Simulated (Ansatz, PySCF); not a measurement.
Ge(H)2(Me)(NH2) (CH7GeN), SMILES [CH3][GeH2][NH2]. Atoms are numbered in the order given.

```xyz
10

Ge    -0.0403    -0.2936     0.1915
C      1.6070     0.4406    -0.5724
N     -1.5616     0.6878    -0.1453
H      0.0925    -0.3675     1.7259
H     -0.2965    -1.6978    -0.3917
H      1.5301     0.5091    -1.6678
H      1.8050     1.4468    -0.1738
H      2.4640    -0.2044    -0.3253
H     -1.8034     0.7612    -1.1303
H     -1.5509     1.6255     0.2480
```

Geometry: PBE0-D3(BJ)/def2-SVP. This is a generated structure with no PubChem entry under its InChIKey; it may be hypothetical. Other conformers were not sampled.

Two levels are set side by side: PBE-D3(BJ)/def2-SVP (Ansatz, an electronic-structure program) and PBE0-D3(BJ)/def2-SVP (Ansatz). Each level has its own optimised geometry; the coordinates shown are those of the second. Frequencies come from the Hessian of PySCF at each geometry. Differences are taken from unrounded values.

```json
[
 {"quantity": "mean bond length (Å)", "PBE0-D3(BJ)": "1.358"},
 {"quantity": "bond Ge1–C2 (Å)", "PBE0-D3(BJ)": "1.959"},
 {"quantity": "bond Ge1–N3 (Å)", "PBE0-D3(BJ)": "1.841"},
 {"quantity": "bond Ge1–H4 (Å)", "PBE0-D3(BJ)": "1.542"},
 {"quantity": "bond Ge1–H5 (Å)", "PBE0-D3(BJ)": "1.542"},
 {"quantity": "bond C2–H6 (Å)", "PBE0-D3(BJ)": "1.100"},
 {"quantity": "bond C2–H7 (Å)", "PBE0-D3(BJ)": "1.100"},
 {"quantity": "bond C2–H8 (Å)", "PBE0-D3(BJ)": "1.101"},
 {"quantity": "bond N3–H9 (Å)", "PBE0-D3(BJ)": "1.017"},
 {"quantity": "bond N3–H10 (Å)", "PBE0-D3(BJ)": "1.017"},
 {"quantity": "highest harmonic wavenumber (cm⁻¹)", "PBE0-D3(BJ)": "3667"},
 {"quantity": "mean harmonic wavenumber (cm⁻¹)", "PBE0-D3(BJ)": "1425"},
 {"quantity": "zero-point energy (kcal/mol)", "PBE0-D3(BJ)": "48.90"}
]
```

Q: What does PBE-D3(BJ) give, and how far is it from PBE0-D3(BJ)? (An estimate is asked for; the answer gives what the named calculation found.)

A: 
```
quantity                            PBE-D3(BJ)  PBE-D3(BJ) minus PBE0-D3(BJ)
----------------------------------  ----------  ----------------------------
mean bond length (Å)                     1.370                         0.012
bond Ge1–C2 (Å)                          1.976                         0.017
bond Ge1–N3 (Å)                          1.864                         0.022
bond Ge1–H4 (Å)                          1.554                         0.012
bond Ge1–H5 (Å)                          1.554                         0.012
bond C2–H6 (Å)                           1.108                         0.008
bond C2–H7 (Å)                           1.108                         0.008
bond C2–H8 (Å)                           1.109                         0.008
bond N3–H9 (Å)                           1.028                         0.011
bond N3–H10 (Å)                          1.028                         0.011
highest harmonic wavenumber (cm⁻¹)        3522                          -145
mean harmonic wavenumber (cm⁻¹)           1379                           -46
zero-point energy (kcal/mol)             47.31                         -1.58
```

GGA bonds tend to be longer and softer than those of functionals with exact exchange. Differences between two approximate levels are no errors against the true value.
